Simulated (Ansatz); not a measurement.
Consider the redistribution: `[OH][Sn][O][SiH3]` + `CO[SiH](Br)OC` → `C[O][Sn][OH]` + `CO[SiH](Br)O[SiH3]`.

Isolated molecules relaxed with PBE0-D4/def2-TZVP in Ansatz; ΔE leaves out vibrations. CBS: MP2 limit from def2 TZ/QZ plus the TZ coupled-cluster correction, frozen cores. Functionals use def2-TZVPP. Elements past krypton have def2 core potentials. For Br, Sn outer-core shells are correlated without core-valence functions, which leaves a few kJ/mol of doubt a bond. Scalar relativity is left out up to krypton. Each species was taken in one conformer, which may not be the lowest.

```
        level  ΔE (eV)
       PBE-D4     0.02
HF/def2-TZVPP     0.05
```

What does CCSD(T)/CBS give? (Estimate.)

Computed: +0.04 eV. The listed levels differ from it by -0.02, 0.01 eV.

Largest T1 diagnostic among the species: 0.017.
